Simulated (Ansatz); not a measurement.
Mulliken charges of BFH$_{6}$Si$_{2}$, SMILES `FB[SiH2][SiH3]` from r2SCAN/def2-TZVPP in Ansatz (PBE0-D4/def2-TZVP geometry).

```csv
atom,x (Å),y (Å),z (Å),charge (e)
F1,-2.164,0.958,-1.543,-0.224
B2,-0.874,0.672,-1.604,0.293
Si3,0.304,0.908,0.029,0.124
Si4,0.439,-1.166,1.117,0.152
H5,-0.476,0.227,-2.648,-0.033
H6,-0.226,1.920,0.984,-0.066
H7,1.682,1.300,-0.385,-0.068
H8,0.969,-2.197,0.183,-0.059
H9,1.341,-1.082,2.296,-0.061
H10,-0.911,-1.591,1.574,-0.057
```

Problem. By hand: the dipole of these point charges (1 e Å = 4.8032 D).

Solution. Σ q r = (0.162, -0.019, -0.143) e Å, of length 0.217 e Å = 1.04 D.

Problem. How does the dipole of the full density compare? (An estimate is asked.)

Solution. The calculation gave: (0.115, -0.018, -0.007) e Å, 0.56 D; the point charges give 1.86 times that, at 38° from its direction.

Point charges leave out the atoms' own dipoles, such as those of lone pairs, and Mulliken's split depends on the basis, so the two needn't agree.
